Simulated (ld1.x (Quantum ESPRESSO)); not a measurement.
## Zr: one change to a TM potential, before and after

- Element: zirconium (Zr)
- Generator: ld1.x (Quantum ESPRESSO) 7.5
- Type: norm-conserving Troullier–Martins (Kleinman–Bylander form)
- Functional: LDA (PZ)
- Relativity: scalar-relativistic
- Frozen core: [Ar] 3d10 4s2
- Valence charge: 10
- Reference configuration: 4p6 4d2 5s1 5p0 (charge +1)
- Partial waves: 5s (bound): rc 3.25 bohr; 4d (bound): rc 1.70 bohr; 4p (bound): rc 1.70 bohr
- Local potential: the p channel
- Core correction: a·sin(br)/r model core inside 1.45 bohr

Change: core correction a·sin(br)/r model core inside 2.04 bohr.

Cutoffs: the cutoffs (Ry, on a coarse ladder) from which the occupation-weighted sum of valence levels, in a spherical-Bessel basis at the reference potential, stays within 10 and 1 mRy of its value at 400 Ry; they do not see the model core or the augmentation charge, which bear on the density cutoff. Errors are all-electron minus pseudo energies relative to the spin-unpolarised reference configuration.

Task: Predict the effect on cutoff, ghosts and configuration errors.

Result: The potential gets neither clearly harder nor softer (40 Ry and 70 Ry → 40 Ry and 70 Ry); both files keep a bound ghost (s); of the 9 tests that both files solve, the error grows in 4 and shrinks in 0 by more than 15 % and 0.3 meV (median size 13.0 → 32.7 meV). A wider model core is smoother and lowers the density cutoff, which this test does not measure.

| quantity | base | changed |
| --- | --- | --- |
| cutoff, loose | 40 Ry | 40 Ry |
| cutoff, tight | 70 Ry | 70 Ry |
| bound ghosts | s | s |
| error for 4p6 4d2 5s2 5p0, meV [ΔE -7.35 eV] | -2.2 | -2.1 |
| error for 4p6 4d2 5s0 5p0, meV [ΔE 13.24 eV] | -6.6 | -6.5 |
| error for 4p6 4d1 5s0 5p0, meV [ΔE 36.06 eV] | +28 | +33 |
| error for 4p6 4d0 5s0 5p0, meV [ΔE 70.44 eV] | +31 | +61 |
| error for 4p6 4d3 5s1 5p0, meV [ΔE -6.13 eV] | -8.9 | -8.1 |
| error for 4p6 4d2 5s1.5 5p0, meV [ΔE -4.38 eV] | -0.5 | -0.4 |
| error for 4p6 4d2 5s0 5p2, meV [ΔE -0.96 eV] | +71 | +71 |
| error for 4p6 4d2 5s1 5p0 (spin-polarised), meV [ΔE -1.08 eV] | +35 | +61 |
| error for 4p6 4d2 5s2 5p0 (spin-polarised), meV [ΔE -7.84 eV] | +13 | +35 |
| s: phases at 3.55 bohr within 0.05 rad from the reference energy up to (Ry; the scan ends near 5) | n/a | n/a |
| p: phases at 3.55 bohr within 0.05 rad from the reference energy up to (Ry; the scan ends near 5) | -0.4 | -0.4 |
| d: phases at 3.55 bohr within 0.05 rad from the reference energy up to (Ry; the scan ends near 5) | 0.6 | 0.6 |

Changed file: These tests converged, but a pseudo level misses the all-electron one widely, so the file describes the atom poorly there or has found another state: 4p6 4d0 5s0 5p0: empty 5s by 6.1 eV. A true bound ghost makes a file unfit for plane-wave use even where its test errors are small: the radial tests pick states by their node count and pass the ghost by.
